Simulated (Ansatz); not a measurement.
```yaml
crystal:
  periodic: [false, false, false]
  atoms:
    - {symbol: Mo, position_ang: [0.000002, 0.000008, -0.000322]}
    - {symbol: S, position_ang: [0.010761, -0.017664, 2.214286]}
    - {symbol: S, position_ang: [2.084706, 0.010665, -0.747927]}
    - {symbol: S, position_ang: [-1.051899, 1.811926, -0.718528]}
    - {symbol: S, position_ang: [-1.043570, -1.804944, -0.747509]}
basis:
  gaussian: {orbitals: def2-TZVP}
total_charge: -2
magnetization: {spin_polarized: true, initial_magnetization: 0}
hamiltonian: {xc: {name: PBE0}, dispersion: d3bjatm}
scf: {omitted_lower_state_checks: [starts]}
output: {forces: true}
```

```sh
$ ansatz run in.yaml --threads 4 --pin off --events-out ev --progress --plain --max-ram 3916MiB
```

It prints (some lines left out):

```
Functional definition: PBE0
1462 factors; their error is unknown
mean field evaluation 1: about -45175.4420 eV, gradient 5.2e1 eV
mean field evaluation 2: about -44964.6893 eV, gradient 2.3e2 eV
mean field evaluation 4: about -45188.0081 eV, gradient 1.9e1 eV
mean field evaluation 8: about -45189.3835 eV, gradient 1.3e-1 eV
mean field evaluation 16: about -45189.5439 eV, gradient 1.7e-3 eV
mean field -45189.54388752 eV, -1660.6851072932 hartree, gradient 1.6e-5 eV, S^2 0.000000; 0 other end points of the search recorded, 0 dependent functions left out
reference -45189.54392671 eV, -1660.6851087335 hartree; 40, 40 occupied and 148, 148 virtual orbitals, 1462 factors
Total energy: -45189.85100294 eV, -1660.6963935770 hartree
Atom 0 at     0.000002     0.000008    -0.000322 Å, force    -0.000769     0.000309     0.003884 eV/Å
Atom 1 at     0.010761    -0.017664     2.214286 Å, force    -0.003092     0.004605    -0.587554 eV/Å
Atom 2 at     2.084706     0.010665    -0.747927 Å, force    -0.553474    -0.002627     0.196791 eV/Å
Atom 3 at    -1.051899     1.811926    -0.718528 Å, force     0.280016    -0.481801     0.189591 eV/Å
Atom 4 at    -1.043570    -1.804944    -0.747509 Å, force     0.277319     0.479513     0.197288 eV/Å
Dipole moment:     0.000095    -0.000057     0.000092 e Å
Checks for a lower state left out: starts
```

Hardware: 4 threads of Arm Neoverse V2 on a shared host. Wall time 8 s, peak host memory 0.87 GiB.

In the def2 sets Mo takes a core potential; there is no spin–orbit coupling. A multiply charged anion in the gas phase is held together partly by the finite basis. Removing one electron lowers the energy by 0.39 eV at PBE0-D4/def2-TZVPD, so it isn't bound. The highest occupied level of an anion often lies above zero with these methods, and sets without diffuse functions describe the outer electron poorly.

The dipole of an ion depends on the origin.
